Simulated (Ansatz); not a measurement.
Mulliken charges of Cl2FH3OSSi2, SMILES `O[SiH2]S[Si](F)(Cl)Cl` from r2SCAN/def2-TZVPP in Ansatz (PBE0-D4/def2-TZVP geometry).

| atom | x (Å) | y (Å) | z (Å) | charge (e) |
| --- | --- | --- | --- | --- |
| O1 | 0.149 | 1.616 | 1.560 | -0.394 |
| Si2 | 0.971 | 1.204 | 0.212 | 0.534 |
| S3 | -0.333 | 0.662 | -1.429 | -0.297 |
| Si4 | -0.856 | -1.236 | -0.731 | 0.751 |
| F5 | -1.087 | -1.175 | 0.846 | -0.301 |
| Cl6 | -2.581 | -1.836 | -1.596 | -0.184 |
| Cl7 | 0.569 | -2.647 | -1.023 | -0.193 |
| H8 | -0.390 | 0.937 | 1.972 | 0.212 |
| H9 | 1.673 | 2.414 | -0.257 | -0.058 |
| H10 | 1.885 | 0.062 | 0.446 | -0.071 |

Q: By hand: the dipole of these point charges (1 e Å = 4.8032 D).

A: Σ q r = (0.295, 0.138, 0.012) e Å, of length 0.326 e Å = 1.57 D.

Q: How does the dipole of the full density compare? (Estimate.)

A: Computed: (0.093, -0.007, 0.081) e Å, 0.59 D; the point charges give 2.66 times that, at 47° from its direction.

Point charges leave out the atoms' own dipoles, such as those of lone pairs, and Mulliken's split depends on the basis, so the two needn't agree.
